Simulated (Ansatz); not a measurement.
Calculated with Ansatz (gas phase, PBE0-D4/def2-TZVP geometries, no zero-point term in ΔE). CBS: MP2 limit from def2 TZ/QZ plus the TZ coupled-cluster correction, frozen cores. This one scheme is used for every species. Functionals use def2-TZVPP. HSE06 is defined as in plane-wave codes. One conformer a species, not always the lowest.

Reaction (ligand exchange at the Al–Cl bond): `[Cl][AlH][Cl]` + `OBS` → `SB[O][AlH][Cl]` + HCl

```json
{"level": "revPBE-D4", "ΔE (kcal/mol)": "5.7"}
{"level": "HSE06", "ΔE (kcal/mol)": "6.2"}
```

(1) What does CCSD(T)/CBS give? (An estimate is asked.)

Largest T1 diagnostic among the species: 0.013.

Answers

(1) Ansatz gave: +4.2 kcal/mol. The listed levels differ from it by 1.5, 2.0 kcal/mol.

The D4 term adds −0.8 kcal/mol with B3LYP and −0.5 kcal/mol with PBE0; it sums over pairs of atoms, weighted by their polarisabilities, and B3LYP, whose exchange is more repulsive, gets the larger term. Leaving LDA and LC-ωPBE aside and taking each functional with its dispersion term where it has one, the values, not all of them listed here, spread over 3.0 kcal/mol, from CAM-B3LYP-D4 to HSE06-D4. LDA lies −1.2 kcal/mol from PBE without D4.

B3LYP here is the variant with VWN-RPA as its local correlation; programs differ in this.
